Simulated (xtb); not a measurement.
xtb input (GFN2-xTB):

```bash
xtb mol.xyz --gfn 2 --ohess tight --chrg -1 --uhf 0
```
mol.xyz:
```
11

C     -2.13218120     0.06409769    -0.13748202
C     -0.73305220     0.23174141     0.23999770
C      0.35248000    -0.35466128    -0.39575643
C      1.74985095    -0.20766472    -0.01472758
H     -2.57952874     1.08222246    -0.36882333
H     -2.66686722    -0.36860899     0.72843091
H     -0.48562702     0.90668653     1.05235236
H      0.11233493    -0.97663426    -1.27737995
H      1.90460643     0.50584222     0.80401738
H      2.29701223     0.23439201    -0.92319636
H      2.15547909    -1.16316974     0.18724298
```

Output:

```
           -------------------------------------------------
          |                Calculation Setup                |
           -------------------------------------------------

           -------------------------------------------------
          |                 G F N 2 - x T B                 |
           -------------------------------------------------

        Reference                      10.1021/acs.jctc.8b01176
      * Hamiltonian:
        H0-scaling (s, p, d)           1.850000    2.230000    2.230000
        zeta-weighting                 0.500000
      * Dispersion:
        s8                             2.700000
        a1                             0.520000
        a2                             5.000000
        s9                             5.000000
      * Repulsion:
        kExp                           1.500000    1.000000
        rExp                           1.000000
      * Coulomb:
        alpha                          2.000000
        third order                    shell-resolved
        anisotropic                    true
        a3                             3.000000
        a5                             4.000000
        cn-shift                       1.200000
        cn-exp                         4.000000
        max-rad                        5.000000

          ...................................................
          :                      SETUP                      :
          :.................................................:
          :  # basis functions                  23          :
          :  # atomic orbitals                  23          :
          :  # shells                           15          :
          :  # electrons                        24          :
          :  max. iterations                   250          :
          :  Hamiltonian                  GFN2-xTB          :
          :  restarted?                      false          :
          :  GBSA solvation                  false          :
          :  PC potential                    false          :
          :  electronic temp.          300.0000000     K    :
          :  accuracy                    1.0000000          :
          :  -> integral cutoff          0.2500000E+02      :
          :  -> integral neglect         0.1000000E-07      :
          :  -> SCF convergence          0.1000000E-05 Eh   :
          :  -> wf. convergence          0.1000000E-03 e    :
          :  Broyden damping             0.4000000          :
          :  net charge                         -1          :
          :  unpaired electrons                  0          :
          ...................................................

 iter      E             dE          RMSdq      gap      omega  full diag
   1    -12.2441957 -0.122442E+02  0.423E+00    3.68       0.0  T
   2    -12.3337579 -0.895622E-01  0.278E+00    0.85       1.0  T
   3    -12.3388579 -0.510001E-02  0.157E+00    0.90       1.0  T
   4    -12.3390515 -0.193643E-03  0.123E+00    0.74       1.0  T
   5    -12.3466004 -0.754887E-02  0.146E-01    0.76       1.0  T
   6    -12.3466226 -0.221956E-04  0.551E-02    0.76       1.0  T
[...]
     2   6 C        7   1 H                                       1.0976830
     3   6 C        8   1 H                                       1.0867026
     4   6 C        9   1 H                                       1.0933106
     4   6 C       10   1 H                                       1.1101955
     4   6 C       11   1 H                                       1.1074091

 * 2 distinct bonds (by element types)

   Z      Z             #   av. dist./Å        max./Å        min./Å
   1 H    6 C           7     1.0946236     1.1101955     1.0831711
   6 C    6 C           2     1.3751737     1.3769742     1.3733733

           -------------------------------------------------
          |               Frequency Printout                |
           -------------------------------------------------
 projected vibrational frequencies (cm⁻¹)
eigval :       -0.00    -0.00    -0.00     0.00     0.00     0.00
eigval :       54.73   168.90   279.32   289.57   492.95   502.78
eigval :      584.56   915.43   969.85   977.43  1046.65  1110.60
eigval :     1247.28  1318.11  1326.13  1404.05  1482.60  1506.43
eigval :     1546.41  1688.63  2658.29  2753.99  2853.10  2949.76
eigval :     2964.49  2979.47  3001.95
 reduced masses (amu)
   1:  7.17   2:  9.18   3: 10.50   4: 10.02   5: 10.36   6:  7.29   7:  6.88   8:  5.44
   9:  4.45  10:  6.23  11:  6.18  12:  7.88  13:  1.96  14:  6.08  15:  2.82  16:  2.41
  17:  3.45  18:  8.70  19:  5.50  20:  2.74  21:  6.50  22:  2.88  23:  4.30  24:  1.67
  25:  1.82  26: 10.87  27:  1.84  28:  1.46  29:  1.75  30:  1.64  31:  1.79  32:  1.96
  33:  1.58
 IR intensities (km·mol⁻¹)
   1:  2.03   2:  7.20   3: 16.82   4: 14.26   5: 16.84   6:  1.89   7:  0.25   8:  3.27
   9: 42.35  10: 16.13  11: 15.11  12:  7.57  13:  0.23  14:  7.94  15:  1.60  16:  0.92
  17:  2.11  18:  8.71  19: 10.64  20: 53.75  21: 57.49  22:141.27  23: 29.12  24:  4.03
  25: 51.06  26:421.29  27:289.88  28:447.54  29:227.09  30: 99.40  31:143.95  32:394.54
  33:232.27
 Raman intensities (Ä⁴*amu⁻¹)
   1:  0.00   2:  0.00   3:  0.00   4:  0.00   5:  0.00   6:  0.00   7:  0.00   8:  0.00
   9:  0.00  10:  0.00  11:  0.00  12:  0.00  13:  0.00  14:  0.00  15:  0.00  16:  0.00
  17:  0.00  18:  0.00  19:  0.00  20:  0.00  21:  0.00  22:  0.00  23:  0.00  24:  0.00
  25:  0.00  26:  0.00  27:  0.00  28:  0.00  29:  0.00  30:  0.00  31:  0.00  32:  0.00
  33:  0.00
 output can be read by thermo (or use thermo option).
 writing <g98.out> molden fake output.
 recommended (thermochemical) frequency scaling factor: 1.0
           -------------------------------------------------
          |             Thermodynamic Functions             |
           -------------------------------------------------

c1  symmetry found (for desy threshold:  0.10E+00) used in thermo

          ...................................................
          :                      SETUP                      :
          :.................................................:
          :  # frequencies                          27      :
          :  # imaginary freq.                       0      :
          :  linear?                             false      :
          :  only rotor calc.                    false      :
          :  symmetry                               c1      :
          :  rotational number                       1      :
          :  scaling factor                  1.0000000      :
          :  rotor cutoff                   50.0000000 cm⁻¹ :
          :  imag. cutoff                  -20.0000000 cm⁻¹ :
          :.................................................:
Note: The following floating-point exceptions are signalling: IEEE_UNDERFLOW_FLAG IEEE_DENORMAL
normal termination of xtb

    mode    ω/cm⁻¹     T·S(HO)/kcal·mol⁻¹    T·S(FR)/kcal·mol⁻¹   T·S(vib)
   ------------------------------------------------------------------------
       1     54.73    -1.38300 ( 58.95%)    -1.02877 ( 41.05%)    -1.23758
       2    168.90    -0.72978 ( 99.24%)    -0.69562 (  0.76%)    -0.72952
       3    279.32    -0.45850 ( 99.90%)    -0.54672 (  0.10%)    -0.45859
       4    289.57    -0.44022 ( 99.91%)    -0.53606 (  0.09%)    -0.44030
   ------------------------------------------------------------------------

   temp. (K)  partition function   enthalpy   heat capacity  entropy
                                   cal/mol     cal/K/mol   cal/K/mol   J/K/mol
 298.15  VIB   18.8                 1996.410     13.131     12.035
         ROT  0.364E+05              888.752      2.981     23.854
         INT  0.684E+06             2885.162     16.112     35.889
         TR   0.396E+27             1481.254      4.968     37.924
         TOT                        4366.4162    21.0799    73.8127   308.8324

       T/K    H(0)-H(T)+PV         H(T)/Eh          T*S/Eh         G(T)/Eh
   ------------------------------------------------------------------------
    298.15    0.695833E-02    0.959742E-01    0.350708E-01    0.609034E-01
   ------------------------------------------------------------------------

         :::::::::::::::::::::::::::::::::::::::::::::::::::::
         ::                  THERMODYNAMIC                  ::
         :::::::::::::::::::::::::::::::::::::::::::::::::::::
         :: total free energy         -12.158986222237 Eh   ::
         ::.................................................::
         :: total energy              -12.219889608415 Eh   ::
         :: zero point energy           0.089015857783 Eh   ::
         :: G(RRHO) w/o ZPVE           -0.028112471606 Eh   ::
         :: G(RRHO) contrib.            0.060903386178 Eh   ::
         :::::::::::::::::::::::::::::::::::::::::::::::::::::

optimized geometry written to: xtbopt.xyz

           -------------------------------------------------
          | TOTAL ENERGY              -12.219889608415 Eh   |
          | TOTAL ENTHALPY            -12.123915423430 Eh   |
          | TOTAL FREE ENERGY         -12.158986222237 Eh   |
          | GRADIENT NORM               0.000305031189 Eh/α |
          | HOMO-LUMO GAP               3.903203862288 eV   |
           -------------------------------------------------

------------------------------------------------------------------------
------------------------------------------------------------------------
 total:
 SCF:
 ANC optimizer:
 analytical hessian:
```

It need not be the lowest isomer of its formula. Whether it binds its extra electron was not tested at this geometry.
